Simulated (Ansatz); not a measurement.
Mulliken charges of BrFHInS, SMILES `[F][In]([SH])[Br]` from PBE/def2-TZVPP in Ansatz (PBE0-D4/def2-TZVP geometry).

```csv
atom,x (Å),y (Å),z (Å),charge (e)
F1,-1.139,-1.053,1.897,-0.412
In2,-0.328,-0.383,0.272,0.862
S3,1.106,1.472,0.439,-0.294
Br4,-0.929,-1.583,-1.764,-0.293
H5,1.340,1.474,-0.885,0.137
```

Q: By hand: the dipole of these point charges (1 e Å = 4.8032 D).

A: Σ q r = (0.317, 0.337, -0.281) e Å, of length 0.541 e Å = 2.60 D.

Q: How does the dipole of the full density compare? (Estimate.)

A: Computed: (0.270, 0.272, -0.305) e Å, 2.35 D; the point charges give 1.11 times that, at 7° from its direction.

Point charges leave out the atoms' own dipoles, such as those of lone pairs, and Mulliken's split depends on the basis, so the close match here is no proof of good charges.
